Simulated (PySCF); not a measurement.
## Name the molecule from its bond curve

A diatomic of charge +1 contains K. Its doublet curve at UHF-CCSD(T) in a double-zeta basis (no relativity, PySCF), in eV from the separated fragments:

(R (Å), E (eV)): (3.491, -0.450), (3.646, -0.499), (3.763, -0.519), (3.879, -0.528), (3.995, -0.528), (4.151, -0.520), (4.345, -0.499), (4.577, -0.465)

The fit gives ωe = 93.3 cm⁻¹ and the rotational constant Bₑ = 0.06793 cm⁻¹.

Problem. Which atom is the partner?

Solution. The minimum lies at 3.945 Å, so the reduced mass is 16.8576 u Å² cm⁻¹/(Bₑ·Re²) = 15.95 u. With K at 38.96 u the partner weighs about 27.0 u: Al. The molecule is KAl⁺.

Correlated steps freeze 10 core orbitals. The state was picked by a PBE0 search and need not be the measured ground state.
